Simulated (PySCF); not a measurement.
# Working out the electron affinity of Ag

Ag⁻ [Kr] 4d10 5s2 (1S) → Ag [Kr] 4d10 5s1 (2S). All numbers are calculated (PySCF 2.14, a scalar-relativistic core potential, in aug-cc-pwCVDZ-PP with ECP28MDF (6s6p5d3f, 70 functions)). Frozen: nothing. Energies in hartree (1 hartree = 27.21139 eV):

```
            part  Ag⁻ (lower)   Ag (upper)
             UHF  -146.058372  -146.054678
CCSD correlation    -0.630281    -0.593205
             (T)    -0.022599    -0.017963
```

Question: What does Hartree-Fock give?

Answer: (-146.054678) − (-146.058372) = 0.003694 hartree = 0.101 eV.

Question: What do CCSD and CCSD(T) give?

Answer: The CCSD correlation energies differ by 0.037076 hartree = 1.009 eV and the triples by 0.004636 hartree = 0.126 eV, so CCSD gives 1.110 eV and CCSD(T) 1.236 eV.

Reference: 1.304 eV (measured; photodetachment measurements, as compiled on the Wikipedia data page of electron affinities).

A double-zeta basis recovers only part of the correlation energy.

The coupled-cluster amplitudes are large, so a single reference is strained.

What remains against the reference includes basis incompleteness and higher excitations.
